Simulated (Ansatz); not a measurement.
Harmonic frequencies (cm⁻¹) at PBE0-D4/def2-TZVP from Ansatz: 75, 156, 192, 206, 226, 337, 347, 503, 561, 719, 741, 800, 815, 892, 939, 1131, 1222, 1522, 1769, 2230, 2707, 2978, 3072, 3906.

Each molecule was computed in one conformer, which needn't be the lowest.

Which molecule is it?
A. `N[SiH](O)C=S`
B. `[CH2]1[SiH2][GeH2]1`
C. `C=N[SiH](O)S`
D. `BBC[SiH3]`

C.
